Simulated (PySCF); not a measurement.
## Charge on either side of a bond

Compound: C2H9BNOSi (charge -1).
SMILES with atom numbers: `[CH2:1]=[CH:2][B@H-:3]([NH2:4])[O:5][SiH3:6]` (hydrogens: H7, H8 on C1; H9 on C2; H10 on B3; H11, H12 on N4; H13, H14, H15 on Si6)

Cartesian coordinates in Å at the PBE0-D3(BJ)/def2-SVP level; atoms count from 1:
```
atom  x, y, z in Å
C1    -1.9912    1.2767   -0.2664
C2    -1.7141   -0.0275   -0.4008
B3    -0.2662   -0.6928   -0.6771
N4     0.0354   -1.7317    0.4062
O5     0.7834    0.4192   -0.7566
Si6    1.9552    0.5812    0.3474
H7    -1.1863    2.0185   -0.3513
H8    -3.0030    1.6677   -0.0823
H9    -2.5660   -0.7242   -0.3104
H10   -0.2788   -1.2680   -1.7905
H11    0.9184   -2.2194    0.2738
H12    0.0311   -1.3544    1.3530
H13    1.5275    0.7586    1.7866
H14    2.9976   -0.5153    0.3907
H15    2.7483    1.8273    0.0339
```

Atomic charges (e) from the PBE0/pcSseg-1 density (PySCF):

| atom | Mulliken | IAO | Hirshfeld | ESP-fitted |
| --- | --- | --- | --- | --- |
| C1 | -0.2590 | -0.3641 | -0.1697 | -0.4465 |
| C2 | -0.3630 | -0.2206 | -0.1266 | -0.3339 |
| B3 | +0.5832 | +0.0935 | +0.0247 | +0.8709 |
| N4 | -0.5818 | -0.6721 | -0.3339 | -1.2138 |
| O5 | -0.6910 | -0.7372 | -0.3139 | -0.6968 |
| Si6 | +0.6166 | +0.8249 | +0.2927 | +0.7573 |
| H7 | +0.0885 | +0.1190 | +0.0074 | +0.1402 |
| H8 | +0.0497 | +0.0940 | -0.0029 | +0.1115 |
| H9 | +0.0497 | +0.1041 | +0.0055 | +0.1141 |
| H10 | -0.2170 | -0.0843 | -0.1485 | -0.3352 |
| H11 | +0.1441 | +0.2112 | +0.0678 | +0.3627 |
| H12 | +0.1363 | +0.2066 | +0.0647 | +0.3615 |
| H13 | -0.1742 | -0.1953 | -0.1188 | -0.2270 |
| H14 | -0.1891 | -0.1998 | -0.1234 | -0.2437 |
| H15 | -0.1929 | -0.1800 | -0.1251 | -0.2212 |

Problem. Cut each of the bonds C1–C2, C2–B3, N4–B3, O5–B3 and Si6–O5 in turn and sum the charges on the side of the atom named first.

Solution. In e; the other side holds the total charge, -1, less this:

```json
{"bond cut": "C1–C2", "piece": "CH2", "atoms": "3", "Mulliken": "-0.121", "IAO": "-0.151", "Hirshfeld": "-0.165", "ESP-fitted": "-0.195"}
{"bond cut": "C2–B3", "piece": "C2H3", "atoms": "5", "Mulliken": "-0.434", "IAO": "-0.268", "Hirshfeld": "-0.286", "ESP-fitted": "-0.415"}
{"bond cut": "N4–B3", "piece": "NH2", "atoms": "3", "Mulliken": "-0.301", "IAO": "-0.254", "Hirshfeld": "-0.201", "ESP-fitted": "-0.490"}
{"bond cut": "O5–B3", "piece": "SiOH3", "atoms": "5", "Mulliken": "-0.631", "IAO": "-0.487", "Hirshfeld": "-0.389", "ESP-fitted": "-0.631"}
{"bond cut": "Si6–O5", "piece": "SiH3", "atoms": "4", "Mulliken": "+0.060", "IAO": "+0.250", "Hirshfeld": "-0.075", "ESP-fitted": "+0.065"}
```

Extremes among these pieces. Mulliken: lowest SiOH3 at O5, highest SiH3 at Si6; IAO: lowest SiOH3 at O5, highest SiH3 at Si6; Hirshfeld: lowest SiOH3 at O5, highest SiH3 at Si6; ESP-fitted: lowest SiOH3 at O5, highest SiH3 at Si6.

Problem. Do the schemes agree better on the pieces than on the single atoms at the cuts?

Solution. The spread between schemes averages 0.219 e for the pieces and 0.470 e for the atoms named first; it is smaller for the piece at 5 of the 5 cuts. On average they agree better on the pieces. The sign differs between schemes (beyond ±0.03 e) for SiH3 at Si6.

The structure is a single PBE0-D3(BJ)/def2-SVP conformer in the gas phase; no vibrational or solvent corrections. The pcSseg-1 basis has no diffuse functions, a weakness for an anion.
